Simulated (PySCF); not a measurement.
Gas-phase equilibrium of 1 mol GeCl4, 0.35 mol O2 at 2000 K and 1.01 bar, among 12 species (ClO, O2, O, GeCl3, Ge2O2, O3, GeCl4, Cl, Cl2, GeO2, GeCl2, GeO). Only gases are allowed; each row takes one source of thermochemistry for all species, and Cantera finds the minimum.

Method: PySCF energies plus ideal-gas RRHO corrections (1 bar). † marks an energy on the PBE0/def2-TZVP geometry and frequencies; other levels use their own. Open shells (unrestricted) among the columns below: O2 (multiplicity 3), GeCl3 (multiplicity 2), Cl (multiplicity 2, electronic degeneracy 6); the rest are closed-shell singlets. Spin-orbit splitting is ignored; it lowers the true energy and changes the entropy of Cl. Ge: all electrons, no relativistic terms. GeCl3: computed as isolated molecules; such fragments, hydroxides, amides, oligomers or adducts are transient or little studied in the gas. The harmonic model lacks anharmonicity and excited electronic states, which grow with temperature; levels with a mode under 35 cm⁻¹ are left out.

Molecules larger than those listed are left out, and so are free Ge atoms, whose spin-orbit terms are large. Also missing: (GeO)n, which can matter at low temperature or high pressure.

With BLYP/def2-TZVP† thermochemistry: Cl 0.40, GeCl2 0.29, GeCl4 0.0018, Cl2 0.17, O2 0.096, GeO 0.040, GeCl3 0.0012.

**Question.** How far does the composition move with the other sources (M06-2X/def2-TZVP†, PBE/def2-SVP, PBE0/def2-TZVP, LDA/def2-TZVP†, ωB97M-V/def2-TZVP†)?

**Answer.** 
| thermochemistry | x Cl | x GeCl2 | x GeCl4 | x Cl2 | x O2 | x GeO | x GeCl3 |
|---|---|---|---|---|---|---|---|
| BLYP/def2-TZVP† | 0.40 | 0.29 | 0.0018 | 0.17 | 0.096 | 0.040 | 0.0012 |
| M06-2X/def2-TZVP† | 0.23 | 0.19 | 0.29 | 0.093 | 0.17 | 0.0067 | 0.012 |
| PBE/def2-SVP | 0.25 | 0.30 | 0.11 | 0.18 | 0.15 | 0.0027 | 0.011 |
| PBE0/def2-TZVP | 0.29 | 0.27 | 0.14 | 0.14 | 0.15 | 0.0042 | 0.0089 |
| LDA/def2-TZVP† | 0.020 | 0.24 | 0.29 | 0.25 | 0.19 | 0.0089 | 0.0091 |
| ωB97M-V/def2-TZVP† | 0.26 | 0.26 | 0.16 | 0.15 | 0.15 | 0.011 | 0.0050 |
The most sensitive of these is GeCl4: it spans a factor of 10^2.2 over these rows; at this temperature one factor of ten is RT ln 10 = 38 kJ/mol.
